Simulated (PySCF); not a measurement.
C3H5ClOSi, SMILES Cl[Si@@H]1C=COC1.

The structure is a stationary point at B3LYP-D3(BJ)/def2-SVP. The structure was generated by enumeration; whether it is a known compound was not checked. The values are those of a single conformer.

Calculation: PBE0/def2-TZVP (PySCF).

Isolated molecule, no solvent.

Computed frontier levels, gap, dipole moment and polarisability:
```yaml
highest_occupied_level: -7.12 eV
lowest_empty_level: -0.43 eV
orbital_gap: 6.69 eV
dipole_moment: 1.58 D
quadrupole, principal values (traceless, Buckingham form, about the centre of nuclear charge): -5.76, -1.32, 7.08 D·Å
mean_static_polarisability: 71.8 bohr³ (10.64 Å³)
polarisability_principal_values: 59.9, 69.5, 86.1 bohr³
```
